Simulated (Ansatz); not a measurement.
Basis-set extrapolation for AlClFH3Si (`[F][AlH][SiH2]Cl`) (PBE0-D4/def2-TZVP geometry, frozen core, Ansatz). Multiplicity 1, RHF reference.

```tsv
	def2-TZVPP	def2-QZVPP
HF	-1091.734248	-1091.768347
MP2 correlation	-0.635385	-0.695610
CCSD(T) correlation	-0.702562	not run
```

Energies in hartree. Use E(X) = E(∞) + A·exp(−7.88·√X) for Hartree–Fock and E(X) = E(∞) + B·X^(−2.97) for correlation, with X = 3 and 4, and add CCSD(T) minus MP2 of the smaller set to the MP2 limit.

Problem. What is the CCSD(T) energy at the basis-set limit?

Solution. HF limit: -1091.768347 + (-0.034099) × 0.13774 = -1091.77304. MP2 limit: -0.695610 + (-0.060225) × 0.74074 = -0.74022. Higher-order term: -0.702562 − (-0.635385) = -0.06718. Total: -1092.58044 hartree, 90.1 kcal/mol below CCSD(T)/def2-TZVPP.
